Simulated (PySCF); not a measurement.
CH₅ClO₂Si.
Numbering: `[OH:1][SiH:2]([OH:3])[CH2:4][Cl:5]` (hydrogens: H6 on O1; H7 on Si2; H8 on O3; H9, H10 on C4)

Theory: PBE0-D3(BJ)/def2-SVP geometry optimisation, gas phase in PySCF 2.14.0.

(1) What internal coordinates does the optimisation give?

## Answers

(1) 
```tsv
bond	length (Å)	order
O1–Si2, Si2–O3	1.654	single
Si2–C4	1.880	single
C4–Cl5	1.801	single
O1–H6, O3–H8	0.962	single
Si2–H7	1.491	single
C4–H9, C4–H10	1.099	single
```

Bonds in one row agree within 0.01 Å and their mean is given. Orders are formal, as drawn. A selection of angles:
```tsv
angle	degrees
Si2–O1–H6	117.8
O1–Si2–O3	109.2
O1–Si2–C4	106.3
O1–Si2–H7	111.4
O3–Si2–C4	109.1
C4–Si2–H7	109.8
Si2–O3–H8	114.7
Si2–C4–Cl5	106.6
Si2–C4–H9	111.8
Si2–C4–H10	114.0
Cl5–C4–H9	107.8
H9–C4–H10	108.5
```

Dihedral angles: O1–Si2–C4–Cl5 -171° (antiperiplanar); H6–O1–Si2–O3 62° (synclinal); H8–O3–Si2–O1 160° (antiperiplanar). The mirror-image conformer, all signs reversed, is as good.

Of the pairs four or more bonds apart, Cl5···H8 is among the closest relative to their van der Waals radii: 2.82 Å, 96 % of the sum of Bondi's values. Si2 (oxygen-bound silicon) is tetrahedral (angles from 106.3° to 111.4°). O1 (silanol oxygen) is bent (angle 117.8°).

Point group: C1 (no symmetry element, even within 0.4 Å). Stationary, but not proved a minimum. One conformer, not necessarily the lowest (H–O1–Si2–O3 62°, O1–Si2–O3–H 160°, O1–Si2–C4–Cl5 -171°).

On one thread of an Arm Neoverse V1, no GPU, shared host with 32 logical CPUs at a one-minute load of 13, this took 24 s and 0.43 GiB of memory at its peak. This is the geometry optimisation.
